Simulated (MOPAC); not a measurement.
A run for MOPAC: AM1 on GaB, 2S+1 = 3, a spin state set in the input, which need not be the lowest, a point of a bond scan (R = 2.041 Å).

```
AM1 1SCF PRECISE CHARGE=0 UHF MS=1 THREADS=1
BGa

B      0.00000000 1     0.00000000 1     0.00000000 1
Ga     0.00000000 1     0.00000000 1     2.04122500 1
```

Program output:

```
*******************************************************************************
 **                                                                           **
 **                              MOPAC v23.2.5                                **
 **                                                                           **
 *******************************************************************************
 ** MOPAC's Digital Object Identifier: https://doi.org/10.5281/zenodo.6511958 **
 **                                                                           **
 ** Please cite the open-source release paper for use of this MOPAC version:  **
 ** J. E. Moussa and J. J. P. Stewart (2026)                                  **
 ** MOPAC: An open-source semiempirical molecular orbital program             **
 ** J. Open Source Softw., 11(119), 8025, https://doi.org/10.21105/joss.08025 **
 *******************************************************************************

                              AM1 CALCULATION RESULTS

 *******************************************************************************
 *  AM1        - The AM1 Hamiltonian to be used
 *  UHF        - UNRESTRICTED HARTREE-FOCK CALCULATION
 *
 *
 *
 *                 CHARGE ON SYSTEM = 0
 *
 *
 *
 *  MS=        - IN MECI, MAGNETIC COMPONENT OF SPIN =  1.0
 *  PRECISE    - TIGHTER CRITERIA TO BE USED
 *  1SCF       - DO 1 SCF AND THEN STOP
 *  THREADS=1  - MULTI-THREADING NOT USED
 *  T=         - A TIME OF 172800.0 SECONDS REQUESTED
 *  DUMP=N     - RESTART FILE WRITTEN EVERY 7200.0 SECONDS REQUESTED
 *******************************************************************************
AM1 1SCF PRECISE CHARGE=0 UHF MS=1 THREADS=1
 BGa

   ATOM   CHEMICAL          X               Y               Z
  NUMBER   SYMBOL      (ANGSTROMS)     (ANGSTROMS)     (ANGSTROMS)

     1       B          0.00000000  *   0.00000000  *   0.00000000  *
     2      Ga          0.00000000  *   0.00000000  *   2.04122500  *



          CARTESIAN COORDINATES

    NO.       ATOM           X           Y           Z

     1         B          0.0000      0.0000      0.0000
     2        Ga          0.0000      0.0000      2.0412

  B: (AM1): M.J.S. DEWAR ET AL, ORGANOMETALLICS, 7, 513-521 (1988)
 Ga: (AM1): J. J. P. STEWART, J. MOL. MOD., 10, 155-164 (2004)

           Empirical Formula: B Ga  =     2 atoms



      MOLECULAR POINT GROUP   :   C*v


          UHF CALCULATION, NO. OF ALPHA ELECTRONS =    4
                           NO. OF BETA  ELECTRONS =    2

 -------------------------------------------------------------------------------
 AM1 1SCF PRECISE CHARGE=0 UHF MS=1 THREADS=1
 BGa



     1SCF WAS SPECIFIED, SO BFGS WAS NOT USED
     SCF FIELD WAS ACHIEVED


                              AM1 CALCULATION
                                                       MOPAC v23.2.5 Linux




          FINAL HEAT OF FORMATION =         89.63127 KCAL/MOL =     375.01724 KJ/MOL


          COSMO AREA              =         83.33 SQUARE ANGSTROMS
          COSMO VOLUME            =         67.30 CUBIC ANGSTROMS

          IONIZATION POTENTIAL    =          8.055767 EV
          ALPHA SOMO LUMO (EV)    =         -8.056  0.401
          BETA  SOMO LUMO (EV)    =        -11.196 -2.187
          NO. OF ALPHA ELECTRONS  =          4
          NO. OF BETA  ELECTRONS  =          2
          MOLECULAR WEIGHT        =         80.5450         POINT GROUP:  C*v

          MOLECULAR DIMENSIONS (Angstroms)

            Atom       Atom       Distance
           Ga     2    B     1     2.04122
           Ga     2    B     1     0.00000
            B     1   Ga     2     0.00000


          SCF CALCULATIONS        =          1





   ATOM   CHEMICAL          X               Y               Z
  NUMBER   SYMBOL      (ANGSTROMS)     (ANGSTROMS)     (ANGSTROMS)

     1       B          0.00000000  *   0.00000000  *   0.00000000  *
     2      Ga          0.00000000  *   0.00000000  *   2.04122500  *

                             CARTESIAN COORDINATES

   1    B        0.000000000     0.000000000     0.000000000
   2   Ga        0.000000000     0.000000000     2.041225000


           Empirical Formula: B Ga  =     2 atoms



      MOLECULAR POINT GROUP   :   C*v


          ALPHA EIGENVALUES
 -19.30586 -10.26873  -8.63174  -8.05577   0.40057   0.44562   1.25029   3.85399


           BETA EIGENVALUES
 -17.76424 -11.19555  -2.18710  -1.06007   0.91710   1.23797   1.79019   4.62340


              NET ATOMIC CHARGES AND DIPOLE CONTRIBUTIONS

  ATOM NO.   TYPE          CHARGE      No. of ELECS.   s-Pop       p-Pop
    1          B           0.393339        2.6067     1.81704     0.78962
    2         Ga          -0.393339        3.3933     0.02676     3.36658
 DIPOLE           X         Y         Z       TOTAL
 POINT-CHG.     0.000     0.000    -3.856     3.856
 HYBRID         0.000     0.000     0.436     0.436
 SUM            0.000     0.000    -3.420     3.420


          ATOMIC ORBITAL ELECTRON POPULATIONS

     Atom    s        px        py        pz
    1  B   1.81704   0.07291   0.09898   0.61773
    2 Ga   0.02676   1.92709   0.90102   0.53847


                    (SZ)    =    1.000000
                    (S**2)  =    2.004201


          ATOMIC ORBITAL SPIN POPULATIONS

    Atom   Total    s     px     py     pz
         Atomic
    1  B  0.7781  0.064  0.017  0.099  0.598
    2 Ga  1.2219  0.023 -0.017  0.901  0.315

 **********************
 *                    *
 * JOB ENDED NORMALLY *
 *                    *
 **********************




 == MOPAC DONE ==
```

The run finished.

Cost: roughly 0.010 core-seconds.
